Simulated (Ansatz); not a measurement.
Relaxation of a periodic cell of 17 atoms, LiSi16 (host Si, host structure diamond, interstitial Li), to a largest force component of 0.08 eV/Å in at most 25 steps.

Theory: Ansatz, DFT PBE, scalar-relativistic, plane waves, PAW. Settings: accuracy low, PAW set soft_1, cutoff 420 eV, k mesh 2x2x2, fermi-dirac smearing 0.02 eV, spin collinear.

```xyz
17
Lattice="0.0000 5.4300 5.4300 5.4300 0.0000 5.4300 5.4300 5.4300 0.0000" Properties=species:S:1:pos:R:3:forces:R:3
Si 0.000 0.000 0.000 -0.40 -0.45 0.39
Si 1.357 1.357 1.357 -0.03 -0.02 0.28
Si 2.715 2.715 0.000 0.69 0.62 0.68
Si 4.072 4.072 1.357 0.00 0.03 0.00
Si 2.715 0.000 2.715 0.13 -0.11 -0.13
Si 4.072 1.357 4.072 -0.26 -0.01 0.03
Si 5.430 2.715 2.715 -0.65 0.57 -0.65
Si 6.787 4.072 4.072 0.00 0.37 0.00
Si 0.000 2.715 2.715 -0.11 0.12 -0.11
Si 1.357 4.072 4.072 0.00 -0.20 0.00
Si 2.715 5.430 2.715 0.39 -0.44 -0.40
Si 4.072 6.787 4.072 0.27 -0.02 -0.03
Si 2.715 2.715 5.430 0.11 0.11 0.11
Si 4.072 4.072 6.787 0.00 -0.01 0.00
Si 5.430 5.430 5.430 -0.12 -0.11 0.13
Si 6.787 6.787 6.787 0.03 -0.01 -0.26
Li 6.793 6.881 9.511 -0.03 -0.42 -0.04
```

Where does it end, and by what steps?

It converged. The threshold is loose, so the end isn't yet a minimum. Limits of this set-up: low accuracy level. After 2 steps the energy has fallen by 0.143 eV; Li17 moved furthest, 0.07 Å.

| step | energy less start (eV) | largest force component (eV/Å) | accepted |
| --- | --- | --- | --- |
| 0 | 0.0000 | 0.686 | yes |
| 1 | -0.1298 | 0.205 | yes |
| 2 | -0.1433 | 0.064 | yes |

```xyz
17
Lattice="0.0000 5.4300 5.4300 5.4300 0.0000 5.4300 5.4300 5.4300 0.0000" Properties=species:S:1:pos:R:3
Si -0.028 -0.026 0.028
Si 1.361 1.362 1.377
Si 2.752 2.753 0.037
Si 4.073 4.086 1.359
Si 2.730 -0.014 2.700
Si 4.054 1.361 4.070
Si 5.394 2.752 2.679
Si 6.788 4.095 4.073
Si -0.014 2.730 2.701
Si 1.357 4.057 4.073
Si 2.743 5.405 2.687
Si 4.092 6.792 4.076
Si 2.729 2.730 5.444
Si 4.072 4.072 6.787
Si 5.415 5.416 5.445
Si 6.784 6.791 6.769
Li 6.789 6.816 9.505
```

Run time: 69 s on 1 thread of Arm Neoverse V1, on a shared host, peak memory 0.66 GiB.
